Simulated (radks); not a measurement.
The numbers below are computed, except where a source is named.
Ionisation of the technetium ion Tc2+, [Kr] 4d5, to [Kr] 4d4 as the strength of local exchange is varied. Level of theory: scalar-relativistic Kohn-Sham, Slater X-alpha exchange (alpha = 2/3 is LDA exchange), no correlation, spin-unpolarised, spherical densities, finite nucleus; Fermi nuclear charge, rms radius 4.4112 fm (a radial shooting solver on a logarithmic mesh with Libxc functionals).

| alpha | E(Tc2+) (hartree) | exchange (hartree) | IE (eV) | -e of the level emptied (eV) | <r> of it (bohr) |
|---|---|---|---|---|---|
| 0.667 | -4276.47592 | -119.51566 | 27.451 | 21.319 (4d) | 1.636 |
| 0.769 | -4294.82112 | -138.36027 | 29.234 | 22.938 (4d) | 1.594 |
| 0.789 | -4298.42707 | -142.07288 | 29.593 | 23.265 (4d) | 1.586 |
| 0.838 | -4307.27390 | -151.19309 | 30.483 | 24.079 (4d) | 1.567 |
| x | -4285.81894 | -129.10397 | 28.351 | 22.135 (4d) | 1.614 |

Which alpha was used in the last row?

Answer. alpha = 0.719. NIST Atomic Spectra Database: 29.550 eV (semi-empirical). The Delta-SCF value meets it near alpha = 0.79. Spin polarisation and multiplet splitting are left out, so open shells lie too high by an amount that depends on their filling.

Beside tabulated values, note that spin-unpolarised runs miss the spin-polarisation part of the exchange energy of open shells.
